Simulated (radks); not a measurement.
W+, configuration [Xe] 4f14 5d4 6s1 (the NIST ground configuration). Method: Dirac Kohn-Sham, PBE, spin-unpolarised, spherical densities, point nucleus; open shells fill j = l - 1/2 first; computed with a radial shooting solver on a logarithmic mesh with Libxc functionals.

Normalised radial functions P(r) = r R(r) (large component), r in bohr:

```
   r/bohr * 5s1/2, o 4f7/2 (the largest magnitude, 1.29, reaches the edge; | marks zero, & curves that meet)
 0.003112                             o  *
 0.003594                             o  *
 0.004184                             o  *
  0.00487                             o   *
  0.00567                             o   *
 0.006601                             o   *
 0.007684                             o   *
 0.008946                             o   *
  0.01041                             o   *
  0.01212                             o  *
  0.01411                             o  *
  0.01643                             o *
  0.01913                             o*
  0.02227                             &
  0.02592                           * o
  0.03018                          *  o
  0.03513                         *   o
   0.0409                       *     o
  0.04762                       *     o
  0.05543                       *     |o
  0.06453                        *    |o
  0.07513                          *  | o
  0.08676                             * o
    0.101                             |  *o
   0.1176                             |    o*
   0.1369                             |      o *
   0.1594                             |        *o
   0.1855                             |     *      o
    0.216                             | *             o
   0.2514                         *   |                   o
   0.2927                   *         |                      o
   0.3408                *            |                         o
   0.3967                 *           |                          o
   0.4618                      *      |                          o
   0.5376                             |*                        o
   0.6259                             |         *            o
   0.7286                             |                 * o
   0.8483                             |                o     *
   0.9875                             |            o          *
     1.15                             |         o           *
    1.338                             |      o          *
    1.558                             |    o      *
    1.814                             |  o    *
    2.095                             | o *
    2.439                             |o*
    2.839                             o*
    3.305                             &
    3.848                             &
    4.479                             &
    5.214                             &
     6.07                             &
    7.067                             &
    8.227                             &
    9.578                             &
```

5s1/2: eigenvalue -85.862 eV, 4 radial nodes at r = 0.0218, 0.0872, 0.227, 0.532 bohr, <r> = 1.07 bohr, 90 % of the charge inside 1.54 bohr. 4f7/2: eigenvalue -39.032 eV, 0 radial nodes, <r> = 0.613 bohr, 90 % of the charge inside 1.02 bohr.
